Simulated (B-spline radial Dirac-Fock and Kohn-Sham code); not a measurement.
**Pt⁶⁺: eigenvalues, ΔSCF and the reference**

System: the Pt⁶⁺ ion, configuration [Xe] 4f14 5d4.

The density-functional columns are spherical, spin-unpolarised Dirac-Kohn-Sham results without Breit or QED terms: −ε is minus the orbital energy of the initial state and ΔSCF the difference of two total energies. The reference in the last column comes from relaxed Dirac-Fock hole states (ΔSCF) with Breit and QED corrections and a finite nucleus. All numbers are from a radial B-spline solver, in eV; a selection of levels is shown. For the 1s level of heavy atoms much of the gap between ΔSCF and the reference is the Breit and QED part, -416.9 eV here; for other levels the error of the functional can be larger.

```csv
level,PBE −ε,PBE ΔSCF,LDA −ε,LDA ΔSCF,Dirac-Fock
K,78359.9,78962.4,78296.7,78897.1,78491.7
L1,13828.4,13941.6,13819.1,13932.6,13989.1
L2,13261.1,13406.9,13256.9,13402.7,13374.9
L3,11532.3,11655.5,11529.9,11653.3,11665.6
M1,3314.6,3349.8,3312.1,3347.4,3405.3
M2,3059.1,3096.9,3058.1,3096.0,3132.5
M3,2679.0,2713.2,2678.5,2712.8,2752.4
M4,2252.2,2293.0,2252.5,2293.3,2304.0
M5,2170.3,2209.7,2170.6,2210.1,2223.6
N1,780.3,798.1,779.2,797.0,831.7
N2,671.7,689.5,671.3,689.0,715.6
N3,581.2,598.1,580.6,597.5,624.7
N4,403.0,419.7,403.0,419.7,434.3
N5,386.2,402.7,386.2,402.6,417.5
N6,158.5,174.3,158.9,174.7,172.6
N7,155.0,170.7,155.5,171.1,169.3
O1,186.2,196.8,186.6,197.2,202.6
O2,150.7,160.9,151.2,161.3,161.7
O3,134.7,144.2,134.9,144.5,145.5
"O4,5",83.21,91.35,83.55,91.70,90.16
```

**Question.** Order the estimates of the K (1s) level by their distance from the Dirac-Fock value, nearest first.
A. LDA −ε
B. PBE −ε
C. LDA ΔSCF
D. PBE ΔSCF

**Answer.** B (131.8 eV), A (194.9 eV), C (405.5 eV), D (470.7 eV).

An eigenvalue near the reference for a deep level is a cancellation of errors: it lacks relaxation, carries self-interaction and omits Breit and QED terms.

Values without a named source are computed, but for edge energies of neutral atoms, which are taken from tables.
